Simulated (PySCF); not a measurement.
Se(Br)(NH2) (BrH2NSe), SMILES [Se](N)Br. Heavy atoms are numbered as in [Se:1]([Br:2])[NH2:3]. Hydrogens are named by the atom that carries them.

Geometry optimised at r2SCAN-D4/def2-SVP. Other conformers were not sampled.

Level of theory: HF/pcSseg-2 in PySCF.

GIAO shieldings, no solvent; atoms alike by connectivity are averaged. δ = σ(ref) − σ: ⁷⁷Se against Me2Se (σ = 1901.4 ppm); ¹⁵N against NH3 (σ = 262.2 ppm); ¹H against TMS (σ = 31.98 ppm), references at their B3LYP-D3(BJ)/def2-TZVP geometries, non-relativistic (without spin–orbit terms, shifts of atoms bonded to Cl or Br come out too high).

Computed chemical shifts:
```tsv
nucleus	atoms	count	δ (ppm)
⁷⁷Se	Se1	1	1284.9
¹⁵N	N3 (NH2)	1	55.0
¹H	H on N3	2	3.94
```
